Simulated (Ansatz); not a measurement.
All values below come from frozen-core CCSD(T)/def2-TZVPP // PBE0-D4/def2-TZVP (Ansatz, a quantum-chemistry and plane-wave program).

Ansatz 0.2 input:
```yaml
crystal:
  periodic: [false, false, false]
  atoms:
    - { symbol: O, position_ang: [1.136803, -0.020026, 1.318819] }
    - { symbol: C, position_ang: [0.860813, -0.119839, 0.147658] }
    - { symbol: O, position_ang: [1.776621, -0.385805, -0.79026] }
    - { symbol: Si, position_ang: [-0.9542, 0.104159, -0.442613] }
    - { symbol: O, position_ang: [-1.769222, 0.417262, 0.939847] }
    - { symbol: H, position_ang: [2.636465, -0.472237, -0.346269] }
    - { symbol: H, position_ang: [-1.02924, 1.233395, -1.399769] }
    - { symbol: H, position_ang: [-1.421373, -1.143179, -1.093036] }
    - { symbol: H, position_ang: [-1.204143, 0.422727, 1.720068] }
basis:
  gaussian: { orbitals: def2-TZVPP }
correlation:
  method: ccsd_t
```

Output:

```
Functional definition: HF
1368 factors; integrals over basis functions are off by at most 8.6e-4 eV
mean field evaluation 1: about -15067.1255 eV, gradient 5.2e1 eV
mean field evaluation 2: about -15067.4222 eV, gradient 5.3e1 eV
mean field evaluation 4: about -15072.5460 eV, gradient 4.6e0 eV
mean field evaluation 8: about -15072.6371 eV, gradient 6.0e-1 eV
mean field evaluation 16: about -15072.6393 eV, gradient 1.8e-6 eV
mean field -15072.63929011 eV, -553.9092773095 hartree, gradient 1.8e-6 eV, S^2 0.000000; 0 other end points of the search recorded, 0 dependent functions left out
9 core orbitals not correlated
reference -15072.63929011 eV, -553.9092773095 hartree; 15, 15 occupied and 198, 198 virtual orbitals, 1368 factors
second order -26.70507644 eV of doubles, -0.00000000 eV of singles
cycle   1  -26.38633445 eV  change    3.2e-1 eV  update   1.3e-1
cycle   2  -27.07262167 eV  change   -6.9e-1 eV  update   4.0e-2
cycle   3  -27.25147709 eV  change   -1.8e-1 eV  update   2.1e-2
cycle   4  -27.22871272 eV  change    2.3e-2 eV  update   5.4e-3
cycle   5  -27.22516761 eV  change    3.5e-3 eV  update   2.6e-3
cycle   6  -27.22680403 eV  change   -1.6e-3 eV  update   8.1e-4
cycle   7  -27.22648572 eV  change    3.2e-4 eV  update   2.9e-4
cycle   8  -27.22629195 eV  change    1.9e-4 eV  update   1.0e-4
cycle   9  -27.22633028 eV  change   -3.8e-5 eV  update   4.2e-5
cycle  10  -27.22634048 eV  change   -1.0e-5 eV  update   1.7e-5
perturbative correction -1.08816428 eV, -0.0399892998 hartree
Total energy: -15100.95379486 eV, -554.9498161671 hartree
```

Cost: very roughly 5 core-minutes.
